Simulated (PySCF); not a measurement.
[IrCl6]3- (charge -3 and singlet state).
Bonds: Ir1–Cl2, Ir1–Cl3, Ir1–Cl4, Ir1–Cl5, Ir1–Cl6, Ir1–Cl7.

A GFN2-xTB structure was refined with PBE0-D3(BJ)/def2-SVP geometry optimisation, gas phase, def2 core potentials past Kr (PySCF 2.14.0). Its GFN2-xTB values:

```tsv
coordinate	GFN2-xTB
Ir1–Cl2	2.352 Å
Ir1–Cl7	2.298 Å
Cl2–Ir1–Cl3	174.1°
Cl2–Ir1–Cl4	92.4°
```

**Question.** How do these coordinates change at the PBE0-D3(BJ)/def2-SVP level?

**Answer.** 
```csv
coordinate,PBE0-D3(BJ)/def2-SVP (Å or °),change
Ir1–Cl7,2.432,+0.134
Ir1–Cl2,2.432,+0.080
Cl2–Ir1–Cl3,179.9,+5.8
Cl2–Ir1–Cl4,90.1,-2.3
```

The energy falls by 4.0 kcal/mol over 6 energy and gradient evaluations, the largest force component goes from 0.0376 to 6.7e-05 Eh/bohr, and the atoms move by 0.065 Å rms after alignment. The bond that changes most is Ir1–Cl7 (ends: iridium bonded to 6 Cl; chlorine bonded to Ir), which lengthens by 0.134 Å. Bonds longer at the end by more than 0.005 Å: 4 of 6; shorter: 2.

The run used 140 basis functions and 42 SCF cycles in all.

PBE0-D3(BJ)/def2-SVP frequencies: not computed here. Whether so highly charged an anion holds all its electrons in the gas phase wasn't checked; a finite basis holds them in any case. No counter-ion or solvent screens the charge of this multiply charged ion. The geometry's basis has no diffuse functions, a weakness for an anion.
